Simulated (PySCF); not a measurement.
BFH5NO2Si. Atoms are numbered in the order given.

```xyz
11

Si     1.3734     0.2604     0.1699
F      2.5351    -0.8979     0.0857
N     -0.1296    -0.5747    -0.1171
B     -1.4106     0.0639    -0.1200
O     -2.5403    -0.6942    -0.3579
O     -1.3948     1.4302     0.1244
H      1.4428     0.8731     1.5371
H      1.6808     1.2832    -0.8834
H     -0.0950    -1.5803    -0.2974
H     -3.3688    -0.1882    -0.3458
H     -2.2629     1.8626     0.1269
```
Charge 0, spin multiplicity 1.

Geometry: PBE-D3(BJ)/def2-SVP. This is a generated structure with no PubChem entry under its InChIKey; it may be hypothetical. One conformer was computed; it need not be the lowest.

These are PBE-D3(BJ)/def2-SVP run with PySCF values and carry that method's errors.

Frequencies are harmonic and unscaled.

A small imaginary wavenumber (i) marks a very flat motion, where grid noise or a shallow saddle decides the sign.

```tsv
mode	ν (cm⁻¹)	IR (km/mol)	moving atoms (share of kinetic energy)
1	26i	0.1	F 31 %, H 25 %, Si 19 %, N 14 %, O 11 %
2	81	6.0	N 35 %, O 33 %, H 20 %, Si 10 %
3	96	0.8	O 42 %, F 18 %, N 15 %, Si 13 %, H 10 %
4	212	3.0	H 84 %, N 9 %
5	240	7.4	F 51 %, O 20 %, Si 19 %
6	373	29.3	O 54 %, Si 22 %, H 12 %, B 9 %
7	423	148.4	H 84 %, O 11 %
8	448	111.6	H 93 %
9	483	20.0	O 43 %, H 22 %, N 17 %, B 14 %
10	624	19.0	B 72 %, H 12 %, O 11 %
11	679	131.6	H 68 %, Si 18 %
12	690	0.0	H 90 %
13	782	29.6	N 42 %, O 24 %, Si 18 %, H 13 %
14	837	26.4	F 52 %, H 23 %, Si 21 %
15	901	209.3	H 67 %, O 19 %, N 9 %
16	908	153.8	H 72 %, O 14 %, N 9 %
17	920	160.8	H 52 %, Si 19 %, O 15 %, N 10 %
18	957	131.1	H 86 %, Si 9 %
19	990	43.3	H 73 %, O 19 %
20	1141	93.8	H 55 %, N 26 %
21	1390	302.4	B 72 %, O 20 %
22	1454	566.7	B 64 %, N 19 %, H 9 %
23	2183	169.4	H 96 %
24	2185	97.3	H 98 %
25	3550	54.7	H 93 %
26	3782	34.7	H 94 %
27	3796	69.6	H 94 %
```
